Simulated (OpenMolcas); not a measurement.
## neutral tantalum: terms and fine structure

- Program: OpenMolcas
- Method: CASSCF
- Basis: ANO-RCC-VTZP [8s7p5d3f2g1h]
- Scalar Hamiltonian: DKH2, point nucleus
- Active space: 5 electrons in 11 orbitals (5d 6s 6d)
- State averaging: 2S+1 = 4 even, 42 roots; 2S+1 = 6 even, 5 roots kept (CI in the orbitals of an earlier block); 2S+1 = 2 even, 35 roots kept (CI in the orbitals of an earlier block)
- Spin-orbit coupling: state interaction with AMFI integrals over the reference wave functions, term energies averaged over their components

Spin-free terms above the lowest, with the occupations of the reference (each correlating shell added to its valence partner):

```json
{"Configuration": "5d³ 6s²", "Term": "⁴F", "E (cm⁻¹)": "0.0", "Occupations": "5d 3.11 6s 1.89"}
{"Configuration": "5d⁴ 6s", "Term": "⁶D", "E (cm⁻¹)": "2606", "Occupations": "5d 4.00 6s 1.00"}
{"Configuration": "5d³ 6s²", "Term": "⁴P", "E (cm⁻¹)": "3486", "Occupations": "5d 3.38 6s 1.61"}
{"Configuration": "5d³ 6s²", "Term": "²G", "E (cm⁻¹)": "8346", "Occupations": "5d 3.13 6s 1.87"}
{"Configuration": "5d³ 6s²", "Term": "²D", "E (cm⁻¹)": "8909", "Occupations": "5d 3.29 6s 1.71"}
{"Configuration": "5d³ 6s²", "Term": "²P", "E (cm⁻¹)": "11262", "Occupations": "5d 3.13 6s 1.87"}
```

With spin-orbit coupling, above the lowest level:

| Configuration | Term | J | E (cm⁻¹) | Measured (cm⁻¹) | g | Term weight % | Second |
| --- | --- | --- | --- | --- | --- | --- | --- |
| 5d³ 6s² | ⁴F | 3/2 | 0.0 | 0.0 | 0.434 | 92 | 7 ²D |
| 5d³ 6s² | ⁴F | 5/2 | 1990 | 2010 | 1.036 | 96 | 3 ²D |
| 5d⁴ 6s | ⁶D | 1/2 | 3849 |  | 3.077 | 65 | 34 5d³ 6s² ⁴P |
| 5d³ 6s² | ⁴F | 7/2 | 4137 | 3964 | 1.231 | 94 | 4 ²G |
| 5d⁴ 6s | ⁶D | 3/2 | 4561 |  | 1.805 | 67 | 30 5d³ 6s² ⁴P |
| 5d⁴ 6s | ⁶D | 5/2 | 5915 |  | 1.652 | 95 | 5 5d³ 6s² ⁴P |
| 5d³ 6s² | ⁴F | 9/2 | 5983 | 5621 | 1.323 | 80 | 11 ²G |
| 5d³ 6s² | ⁴P | 1/2 | 6497 | 6049 | 2.820 | 61 | 35 5d⁴ 6s ⁶D |
| 5d³ 6s² | ⁴P | 3/2 | 6687 |  | 1.707 | 55 | 33 5d⁴ 6s ⁶D |
| 5d⁴ 6s | ⁶D | 7/2 | 7144 |  | 1.576 | 97 |  |
| 5d⁴ 6s | ⁶D | 9/2 | 8446 |  | 1.523 | 89 | 5 5d³ 6s² ⁴F |
| 5d³ 6s² | ⁴P | 5/2 | 9200 | 9253 | 1.594 | 93 | 5 5d⁴ 6s ⁶D |
| 5d³ 6s² | ²G | 7/2 | 11499 |  | 0.914 | 91 | 4 ⁴F |
| 5d³ 6s² | ²D | 3/2 | 12115 |  | 0.962 | 67 | 16 ²P |
| 5d³ 6s² | ²G | 9/2 | 12630 |  | 1.059 | 47 | 40 ²H |
| 5d³ 6s² | ²D | 5/2 | 14458 |  | 1.203 | 94 | 3 ⁴F |
| 5d³ 6s² | ²P | 1/2 | 14766 |  | 0.770 | 94 | 5 ⁴P |

Against the 5 measured excited levels shown (NIST Handbook of Basic Atomic Spectroscopic Data) the mean absolute deviation is 210 cm-1; the largest miss in energy is 5d³ 6s² ⁴P_1/2 [61 %]: computed 6497, measured 6049 cm⁻¹ (+7.4 %).

Spin-orbit coupling puts the lowest level 4539 cm⁻¹ below the lowest spin-free term.

For ⁴F the intervals divided by the larger J are 796.0, 613.5, 410.1 cm-1. Landé's interval rule makes them equal in pure LS coupling; they differ by 64 % of their mean. The multiplet is regular.

Without dynamic correlation excited terms often stand tens of per cent too high (terms of higher spin than the ground term too low), and those without a measured partner can miss by more than the paired ones. Terms from blocks run as CI alone lack orbitals of their own. Active for correlation alone: 6d; no level in the range computed is led by a configuration that fills it, so any true level of that kind is missing. Computed and measured levels are paired by configuration, term and J; levels that our copy of the source lacks, or whose pairing is in doubt (as where it misses far off the trend of its configuration), stay unpaired and out of the deviations. Levels of configurations outside the active space are missing. The first state left out of the spin-orbit step lies near 22000 cm-1 above the lowest spin-free state of the reference (among the parities and spins computed), and the list stops at four fifths of that energy or lower.

The RASSCF and RASSI steps took 94 s on 1 thread of Arm Neoverse V2, on a shared host; the integral step is not counted.

The term weight is that of the spin-free term in the level, not the purity of its configuration. A share in square brackets marks a mixed level and gives the weight of the term that names it.
